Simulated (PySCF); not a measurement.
Isomers of CH4N2Si. All species are isolated molecules in the gas phase. One relaxed conformer stands for each flexible species; it need not be the lowest. Strings in code marks are SMILES.

The four lowest singlet excitations (Tamm–Dancoff). Method: B3LYP-D3(BJ)/def2-TZVP in PySCF. B3LYP has the VWN-RPA correlation part, as in Gaussian. Excitations are Tamm–Dancoff values on a coarser integration grid. The basis has no diffuse functions, so Rydberg states are missing or too high.

```
state  energy (eV)  wavelength (nm)  oscillator strength
-----  -----------  ---------------  -------------------
S1            3.14              395                0.000
S2            3.97              312                0.024
S3            5.38              230                0.026
S4            5.64              220                0.102
```

Q: Name which member gives these states.
A. `[H]/N=C\[SiH]=N\[H]` (N–C–Si–N torsion 0°)
B. `N#C[SiH2]N`
C. `N=C=[SiH]N`
D. `[H]/N=C\N=[SiH2]` (N–C–N–Si torsion 87°)

A: D, `[H]/N=C\N=[SiH2]` (N–C–N–Si torsion 87°)
